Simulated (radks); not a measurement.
Q: These are the eigenvalues of the occupied orbitals of an atom or ion with whole-number occupations (hartree). All-electron calculation, Dirac Kohn-Sham, BLYP, spin-unpolarised, spherical densities, finite nucleus; Fermi nuclear charge, rms radius of each element as measured or else 0.836 A^(1/3) + 0.57 fm. Program: a radial shooting solver on a logarithmic mesh with Libxc functionals.

1s1/2: -3149.111
2s1/2: -567.8684
2p1/2: -545.7075
2p3/2: -469.7790
3s1/2: -142.4176
3p1/2: -132.3788
3p3/2: -115.4873
3d3/2: -98.85177
3d5/2: -95.24122
4s1/2: -38.71890
4p1/2: -34.38092
4p3/2: -30.25801
4d3/2: -23.15594
4d5/2: -22.38349
5s1/2: -13.28313
4f5/2: -13.19132
4f7/2: -13.01768
5p1/2: -11.72302
5p3/2: -10.81691

Which element is it, and in what charge state? The configuration may be excited. Open shells, if any, fill j = l - 1/2 first.

A: Z = 81, thallium, charge +13: Tl13+ in [Xe] 4f14. The list shows which subshells hold electrons but not how many an open one holds; the 1s level, -3149.1 hartree, gives Z - s = 79.4 by -(Z - s)^2/2, which with screening and relativity narrows Z to a few neighbours, and the depths of the outer levels then fix element, charge and occupations together.
